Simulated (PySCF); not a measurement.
A structure optimised at PBE-D3(BJ)/def2-SVP, used in a PySCF frequency run:

```xyz
12

C     -0.1105    -2.0671     0.0000
C      0.6346    -0.7676     0.0000
C      0.1014     0.4687     0.0000
C     -1.3279     0.8971     0.0000
F      0.9436     1.5377     0.0000
H      0.1501    -2.6815    -0.8890
H     -1.2096    -1.9322     0.0000
H      0.1501    -2.6815     0.8890
H      1.7370    -0.8096     0.0000
H     -1.5435     1.5227    -0.8918
H     -1.5435     1.5227     0.8918
H     -2.0177     0.0342     0.0000
```

Q: Write its SMILES, formula and point group.

A: C/C=C(\C)F, C4H7F, Cs

Q: What are its rotational constants (standard atomic weights)?

A: 8.5472, 3.5534, 2.5922 GHz
